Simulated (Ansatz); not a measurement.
**Molecular dynamics of CO**

The input (input.yaml):

```yaml
accuracy: low
crystal:
  lattice:
    - [8.22684, 0.0, 0.0]
    - [0.0, 8.22684, 0.0]
    - [0.0, 0.0, 8.22684]
  atoms:
    - { symbol: O, position: [0.53683121, 0.02716812, 0.57355112] }
    - { symbol: C, position: [0.62675321, 0.11885976, 0.52406377] }
    - { symbol: O, position: [0.71859706, 0.771312, 0.26547538] }
    - { symbol: C, position: [0.77026047, 0.85045625, 0.36126014] }
    - { symbol: O, position: [0.29343442, 1.03147086, 0.25912383] }
    - { symbol: C, position: [0.18321639, 1.05844052, 0.18275127] }
    - { symbol: O, position: [0.4629797, 0.39769895, 0.16907478] }
    - { symbol: C, position: [0.51103609, 0.43043537, 0.29589651] }
    - { symbol: O, position: [0.39796175, 0.80556263, 0.83890648] }
    - { symbol: C, position: [0.4130752, 0.72480487, 0.95022491] }
    - { symbol: O, position: [0.59045826, 0.54470721, 0.64822985] }
    - { symbol: C, position: [0.71100251, 0.50517794, 0.70093989] }
    - { symbol: O, position: [0.75423796, 0.21037381, 0.93864158] }
    - { symbol: C, position: [0.66362565, 0.1150568, 0.97661028] }
    - { symbol: O, position: [0.96343377, 0.74333334, 0.96556173] }
    - { symbol: C, position: [0.89340433, 0.81642808, 0.87458253] }
    - { symbol: O, position: [0.03621279, 0.21616599, 0.50493916] }
    - { symbol: C, position: [-0.04284655, 0.14851467, 0.59612351] }
    - { symbol: O, position: [0.18644827, 0.61093975, 0.5043604] }
    - { symbol: C, position: [0.16554687, 0.73567255, 0.5616602] }
    - { symbol: O, position: [0.22500371, 0.32196356, 0.80565316] }
    - { symbol: C, position: [0.26743662, 0.19872958, 0.85255293] }
    - { symbol: O, position: [0.89483021, 0.44509122, 0.25579303] }
    - { symbol: C, position: [1.02167129, 0.41578814, 0.21580817] }
basis:
  ecutwfc: 420.0
kpoints:
  mp_grid: { grid: [1, 1, 1] }
hamiltonian:
  xc: pbe
  dispersion: d3bj
scf:
  occupations: { method: fermi_dirac, width: 0.05 }
  lower_state_search: "off"
md:
  timestep: 1
  n_steps: 380
  ensemble: nvt_nose_hoover
  temperature: 250.0
  initial_velocities: maxwell_boltzmann
  seed: 949383
  nose_hoover: { tau: 200.0, chain_length: 1 }
```

Launched with:

```bash
$ ansatz run input.yaml --threads 1 --pin off --max-ram 3072MiB --backend cpu --events-out ev --progress --plain --runs-dir out
```

It goes on from the last frame of an earlier run, with new velocities.

Output, in part (step lines):

```
md step     0: t =     0.00 fs  T =   250.0 K  F+E_penalty+E_count = -9800.31028542 eV  E_kin = 0.743245 eV  conserved = -9799.56704043 eV  (11 SCF iters)
md step     1: t =     1.00 fs  T =   259.0 K  F+E_penalty+E_count = -9800.33859562 eV  E_kin = 0.769989 eV  conserved = -9799.56860600 eV  (8 SCF iters)
md step     2: t =     2.00 fs  T =   255.5 K  F+E_penalty+E_count = -9800.32790669 eV  E_kin = 0.759582 eV  conserved = -9799.56832341 eV  (8 SCF iters)
md step     3: t =     3.00 fs  T =   241.0 K  F+E_penalty+E_count = -9800.28273825 eV  E_kin = 0.716363 eV  conserved = -9799.56637184 eV  (8 SCF iters)
md step     4: t =     4.00 fs  T =   224.7 K  F+E_penalty+E_count = -9800.23230259 eV  E_kin = 0.667967 eV  conserved = -9799.56433184 eV  (8 SCF iters)
md step     5: t =     5.00 fs  T =   216.5 K  F+E_penalty+E_count = -9800.20726516 eV  E_kin = 0.643563 eV  conserved = -9799.56370138 eV  (6 SCF iters)
md step     6: t =     6.00 fs  T =   219.6 K  F+E_penalty+E_count = -9800.21751891 eV  E_kin = 0.652925 eV  conserved = -9799.56459923 eV  (4 SCF iters)
md step     7: t =     7.00 fs  T =   230.0 K  F+E_penalty+E_count = -9800.24967692 eV  E_kin = 0.683647 eV  conserved = -9799.56604708 eV  (4 SCF iters)
[... lines left out ...]
md step   380: t =   380.00 fs  T =   207.3 K  F+E_penalty+E_count = -9799.91383766 eV  E_kin = 0.616165 eV  conserved = -9799.56105936 eV  (9 SCF iters)
```

The steps, from the saved trajectory:

```json
{"time (fs)": "0.0", "T (K)": "250", "potential energy less start (eV)": "0.000", "conserved less start (meV/atom)": "0.00"}
{"time (fs)": "12.0", "T (K)": "218", "potential energy less start (eV)": "0.097", "conserved less start (meV/atom)": "0.09"}
{"time (fs)": "24.0", "T (K)": "238", "potential energy less start (eV)": "0.036", "conserved less start (meV/atom)": "-0.01"}
{"time (fs)": "36.0", "T (K)": "212", "potential energy less start (eV)": "0.117", "conserved less start (meV/atom)": "0.15"}
{"time (fs)": "48.0", "T (K)": "258", "potential energy less start (eV)": "-0.024", "conserved less start (meV/atom)": "-0.08"}
{"time (fs)": "60.0", "T (K)": "215", "potential energy less start (eV)": "0.111", "conserved less start (meV/atom)": "0.14"}
{"time (fs)": "72.0", "T (K)": "243", "potential energy less start (eV)": "0.027", "conserved less start (meV/atom)": "-0.03"}
{"time (fs)": "84.0", "T (K)": "196", "potential energy less start (eV)": "0.174", "conserved less start (meV/atom)": "0.14"}
{"time (fs)": "96.0", "T (K)": "227", "potential energy less start (eV)": "0.078", "conserved less start (meV/atom)": "-0.07"}
{"time (fs)": "108.0", "T (K)": "190", "potential energy less start (eV)": "0.198", "conserved less start (meV/atom)": "0.14"}
{"time (fs)": "120.0", "T (K)": "218", "potential energy less start (eV)": "0.115", "conserved less start (meV/atom)": "0.00"}
{"time (fs)": "132.0", "T (K)": "210", "potential energy less start (eV)": "0.144", "conserved less start (meV/atom)": "0.06"}
{"time (fs)": "144.0", "T (K)": "225", "potential energy less start (eV)": "0.108", "conserved less start (meV/atom)": "0.05"}
{"time (fs)": "156.0", "T (K)": "228", "potential energy less start (eV)": "0.104", "conserved less start (meV/atom)": "0.04"}
{"time (fs)": "168.0", "T (K)": "208", "potential energy less start (eV)": "0.172", "conserved less start (meV/atom)": "0.08"}
{"time (fs)": "180.0", "T (K)": "215", "potential energy less start (eV)": "0.156", "conserved less start (meV/atom)": "-0.02"}
{"time (fs)": "192.0", "T (K)": "173", "potential energy less start (eV)": "0.294", "conserved less start (meV/atom)": "0.17"}
{"time (fs)": "204.0", "T (K)": "214", "potential energy less start (eV)": "0.173", "conserved less start (meV/atom)": "-0.07"}
{"time (fs)": "216.0", "T (K)": "175", "potential energy less start (eV)": "0.304", "conserved less start (meV/atom)": "0.18"}
{"time (fs)": "228.0", "T (K)": "247", "potential energy less start (eV)": "0.097", "conserved less start (meV/atom)": "-0.06"}
{"time (fs)": "240.0", "T (K)": "208", "potential energy less start (eV)": "0.232", "conserved less start (meV/atom)": "0.22"}
{"time (fs)": "252.0", "T (K)": "277", "potential energy less start (eV)": "0.032", "conserved less start (meV/atom)": "-0.10"}
{"time (fs)": "264.0", "T (K)": "224", "potential energy less start (eV)": "0.213", "conserved less start (meV/atom)": "0.21"}
{"time (fs)": "276.0", "T (K)": "278", "potential energy less start (eV)": "0.060", "conserved less start (meV/atom)": "-0.03"}
{"time (fs)": "288.0", "T (K)": "242", "potential energy less start (eV)": "0.188", "conserved less start (meV/atom)": "0.16"}
{"time (fs)": "300.0", "T (K)": "275", "potential energy less start (eV)": "0.097", "conserved less start (meV/atom)": "-0.01"}
{"time (fs)": "312.0", "T (K)": "249", "potential energy less start (eV)": "0.193", "conserved less start (meV/atom)": "0.12"}
{"time (fs)": "324.0", "T (K)": "256", "potential energy less start (eV)": "0.187", "conserved less start (meV/atom)": "0.08"}
{"time (fs)": "336.0", "T (K)": "265", "potential energy less start (eV)": "0.170", "conserved less start (meV/atom)": "0.03"}
{"time (fs)": "348.0", "T (K)": "238", "potential energy less start (eV)": "0.268", "conserved less start (meV/atom)": "0.16"}
{"time (fs)": "360.0", "T (K)": "263", "potential energy less start (eV)": "0.204", "conserved less start (meV/atom)": "-0.01"}
{"time (fs)": "372.0", "T (K)": "209", "potential energy less start (eV)": "0.381", "conserved less start (meV/atom)": "0.22"}
```

The run went to its last step. The conserved energy stayed within 0.27 meV per atom of its start (net change 0.25 meV per atom), so the integration is sound. A run of 0.38 ps of so small a system gives no equilibrium averages. Limits of this set-up: coarse k mesh, low accuracy level.

Mean squared displacements from the first frame to the last, about the centre of mass: O 0.78 Å², C 0.94 Å².

Last frame:

```xyz
24
Lattice="8.2268 0.0000 0.0000 0.0000 8.2268 0.0000 0.0000 0.0000 8.2268" Properties=species:S:1:pos:R:3
O 4.265 -0.192 5.193
C 3.636 0.712 4.847
O 6.146 6.560 3.179
C 7.197 7.021 2.959
O 2.125 8.464 1.074
C 1.014 8.631 1.303
O 2.894 3.258 2.448
C 3.995 3.177 2.500
O 3.303 6.462 7.309
C 3.625 5.460 7.730
O 5.356 4.772 4.876
C 5.797 3.725 4.883
O 5.830 0.973 8.315
C 4.963 0.743 9.033
O 8.154 6.592 7.100
C 7.190 6.741 6.532
O 0.167 2.356 4.689
C -0.089 1.249 4.724
O 2.032 5.626 4.618
C 2.201 6.053 3.584
O 2.190 2.757 6.468
C 2.888 2.694 7.313
O 7.505 3.571 1.581
C 8.313 3.057 0.956
```

The run took 9.7 min on 1 thread of Intel(R) Xeon(R) 6975P-C (Granite Rapids), on a shared host, peak memory 0.6 GiB.
